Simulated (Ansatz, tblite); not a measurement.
Cost and result up the ladder for Ag₂S (3 atoms). Total charge 0; singlet. Geometry: PBE-D4/def2-TZVP.

Cartesian coordinates in Å:
```
Ag 0.910 -1.115 -0.701
Ag -1.068 1.102 -0.456
S 0.158 0.013 1.157
```

Ansatz on 4 threads of Arm Neoverse V2 on a shared host; xTB runs through tblite on one thread. Times are rough, summed over both states, and most runs start from the orbitals of an earlier one. ωB97X-V/def2-TZVP serves as the yardstick here, not as an exact answer. The other state is a triplet at its own geometry.

In the def2 sets Ag takes a core potential; there is no spin–orbit coupling. The xTB rows come from tblite. B3LYP takes the VWN-RPA correlation. HSE06 is defined as in plane-wave codes, on full-range PBE exchange. Correlated methods freeze 5 core orbitals; core or outer-core shells of Ag are correlated, in sets that lack core-valence functions. At PBE0-D4/def2-TZVP a singlet of charge 0 lies 1.34 eV below the triplet, each at its own geometry. The structure comes from a short search, and lower isomers may exist.

Run but left out: HF/STO-3G (triplet: ⟨S²⟩ 2.98, where a pure state has 2.00).

Correlated methods converge slowly with the basis.

xTB has no spin-polarisation term.

| level | functions | triplet − singlet (eV) | difference from ωB97X-V/def2-TZVP (eV) |
| --- | --- | --- | --- |
| PBE0-D4/def2-TZVP | 117 | 1.34 | -0.13 |
| HSE06-D4/def2-TZVP | 117 | 1.34 | -0.13 |
| ωB97X-V/def2-TZVP (with forces) | 117 | 1.47 | 0.00 |
| B3LYP-D4/def2-TZVP | 117 | 1.29 | -0.18 |
| CAM-B3LYP-D4/def2-TZVP | 117 | 1.31 | -0.16 |
| revPBE-D4/def2-TZVP | 117 | 1.32 | -0.15 |
| GFN1-xTB | 27 | 2.26 | 0.79 |
| PBE-D4/def2-TZVP | 117 | 1.34 | -0.12 |
| GFN2-xTB | 27 | 1.80 | 0.33 |
| RPA@PBE/def2-TZVP | 117 | 1.43 | -0.03 |
| r2SCAN-D4/def2-TZVP | 117 | 1.27 | -0.19 |

Q: Estimate how long each takes.

A: GFN1-xTB 0.005 s; GFN2-xTB 0.005 s; revPBE-D4/def2-TZVP 2.1 s; PBE-D4/def2-TZVP 2.1 s; B3LYP-D4/def2-TZVP 2.9 s; HSE06-D4/def2-TZVP 3 s; RPA@PBE/def2-TZVP 4 s; PBE0-D4/def2-TZVP 4.4 s; CAM-B3LYP-D4/def2-TZVP 5.1 s; r2SCAN-D4/def2-TZVP 5.7 s; ωB97X-V/def2-TZVP (with forces) 17 s. On shared hardware such times vary by a factor of up to 3.
